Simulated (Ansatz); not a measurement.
`C=[C](O)[GaH2]`. Charge 0, multiplicity 1.

| atom | x (Å) | y (Å) | z (Å) |
| --- | --- | --- | --- |
| C1 | 0.107 | -0.366 | -1.446 |
| C2 | -0.340 | -0.269 | -0.189 |
| O3 | -1.507 | -0.899 | 0.141 |
| Ga4 | 0.694 | 0.768 | 1.116 |
| H5 | -0.430 | -0.929 | -2.204 |
| H6 | 1.028 | 0.123 | -1.732 |
| H7 | -1.706 | -0.746 | 1.067 |
| H8 | 0.135 | 0.857 | 2.585 |
| H9 | 2.019 | 1.461 | 0.664 |

Problem. What are the harmonic wavenumbers in cm⁻¹ at PBE0-D4/def2-TZVP (Ansatz, finite differences of forces, unscaled)? (An estimate is asked.)

Solution. Computed: 167, 183, 303, 322, 406, 480, 592, 621, 739, 760, 894, 986, 1199, 1297, 1420, 1663, 1950, 1998, 3148, 3254, 3874.

Problem. Is this a minimum?

Solution. Yes, all 21 modes are real.

Problem. Give the ideal-gas thermochemistry at 298.15 K and 1 bar (rigid rotor, harmonic oscillator; point group Cs, symmetry number 1).

Solution. Zero-point energy 157.0 kJ/mol; H(298) − E = 175.3 kJ/mol; entropy 322.1 J/(mol·K), of which translation 168.0, rotation 108.8, vibration 45.4; G(298) − E = 79.3 kJ/mol.

Problem. And at 400, 500, 600, 800 and 1000 K?

Solution. 
```
T (K)  H − E (kJ/mol)  S (J/mol/K)  G − E (kJ/mol)
  400           185.9        352.5            44.9
  500           197.8        379.1             8.3
  600           211.0        403.0           -30.8
  800           240.0        444.7          -115.7
 1000           271.9        480.2          -208.3
```

Problem. Rotational constants (cm⁻¹)?

Solution. 0.3313, 0.09749, 0.07533.
